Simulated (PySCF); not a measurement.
Gas-phase reaction: CuCl + 2 H → CuH + HCl

Method: PySCF energies plus ideal-gas RRHO corrections (1 bar). † marks an energy on the PBE0/def2-TZVP geometry and frequencies; other levels use their own. 6-31G* has spherical d functions here. Open shells (unrestricted): H (multiplicity 2); the rest are closed-shell singlets. B3LYP is the form with VWN-RPA correlation. Cu: all electrons, no relativistic terms.

PBE0/def2-QZVP† gives ΔH°(298 K) = -310 kJ.

Question: What do B3LYP/6-31G*, HF/def2-TZVP†, r2SCAN/def2-TZVP† give?

Answer: B3LYP/6-31G*: -290 kJ; HF/def2-TZVP†: -183 kJ; r2SCAN/def2-TZVP†: -325 kJ. For scale, ΔH°(298 K) is -310 kJ at this level, -324 kJ at ωB97M-V/def2-TZVP†, and runs from -555 to -133 kJ over the 20 levels computed.
